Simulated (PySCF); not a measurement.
A structure optimised at PBE-D3(BJ)/def2-SVP, used in a PySCF frequency run:

```
C
H 1 1.1089
H 1 1.1134 2 106.56
C 1 1.4994 2 109.22 3 117.22
C 4 1.3452 1 127.33 2 5.67
H 5 1.1000 4 123.13 1 179.20
H 4 1.1052 5 115.39 6 0.72
C 1 1.5361 2 110.30 3 -118.23
H 8 1.1085 1 111.05 2 59.53
H 8 1.1087 9 107.98 1 121.88
H 8 1.1098 9 107.63 10 115.79
Cl 5 1.7447 6 112.73 4 -179.74
```
Charge 0, spin multiplicity 1.

Q: Write its SMILES and formula.

A: CC/C=C\Cl, C4H7Cl

Q: What are its rotational constants (standard atomic weights)?

A: 8.9150, 1.9057, 1.6987 GHz
